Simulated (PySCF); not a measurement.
BH3N, SMILES B=[NH2+], charge +1. Geometry: TPSSh-D3(BJ)/def2-TZVP. The isomer is the one that the SMILES or the coordinates give; other isomers of the formula were not compared.

TDA-LC-ωPBE/def2-TZVPD in PySCF 2.14.0 puts the lowest singlet excitations at 5.96, 9.47, 9.51, 10.37, 11.27, 12.23 eV.

Question: What are the lowest excitation roots from ADC(2)/aug-cc-pVDZ run with PySCF? (The exact figures need the calculation; the answer reports its results.)

Answer: 5.88, 9.08, 9.74, 9.93, 11.66, 11.78 eV. S1 differs by -0.08 eV (second minus first; roots are paired by order, and the bases may differ).
